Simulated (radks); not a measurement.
Problem. Excited configurations of the rubidium ion Rb35+: one electron is placed in a higher orbital outside 1s1. The ground configuration is [He]. Method: non-relativistic Kohn-Sham, PBE, spin-polarised, spherical densities, point nucleus; open shells are filled with parallel spins first (spin-orbit coupling, left out, can overturn this in heavy ions); relativity is left out, which matters for an element this heavy; computed with a radial shooting solver on a logarithmic mesh with Libxc functionals. Excitation = E - E(ground); binding = E(ion) - E, where the ion is the core of charge +36; n* = 36/sqrt(2 binding) in atomic units, and the quantum defect is n - n*.

| outer orbital | excitation (eV) | binding (eV) | n* | quantum defect | eigenvalue (eV) | <r> (bohr) |
|---|---|---|---|---|---|---|
| 2p | 13562.1 | 4432.7 | 1.994 | 0.006 | -4359.8 | 0.1381 |
| 3s | 16011.4 | 1983.4 | 2.982 | 0.018 | -1959.1 | 0.3709 |
| 3p | 16021.1 | 1973.8 | 2.989 | 0.011 | -1947.4 | 0.3450 |
| 4s | 16880.3 | 1114.5 | 3.978 | 0.022 | -1101.7 | 0.6601 |
| 4d | 16888.8 | 1106.1 | 3.993 | 0.007 | -1091.1 | 0.5816 |
| 4f | 16892.2 | 1102.7 | 3.999 | 0.001 | -1085.2 | 0.4995 |
| 5s | 17281.9 | 712.94 | 4.973 | 0.027 | -705.01 | 1.032 |
| 6s | 17499.9 | 494.98 | 5.969 | 0.031 | -489.64 | 1.487 |
| 6d | 17502.0 | 492.84 | 5.981 | 0.019 | -487.12 | 1.410 |
| 7s | 17631.2 | 363.64 | 6.964 | 0.036 | -359.81 | 2.025 |
| 7f | 17633.0 | 361.82 | 6.981 | 0.019 | -357.64 | 1.868 |

Estimate the row for 6f.

Solution. excitation (eV) 17502.9; binding (eV) 492.00; n* 5.987; quantum defect 0.013; eigenvalue (eV) -485.95; <r> (bohr) 1.329. The Delta-SCF ionisation energy is 17994.9 eV (NIST Atomic Spectra Database: 18305.9 eV, theoretical). Self-interaction in the functional shifts the binding energies and quantum defects, so they are the method's values and not measured ones. Relativity is left out here, which matters for elements this heavy.
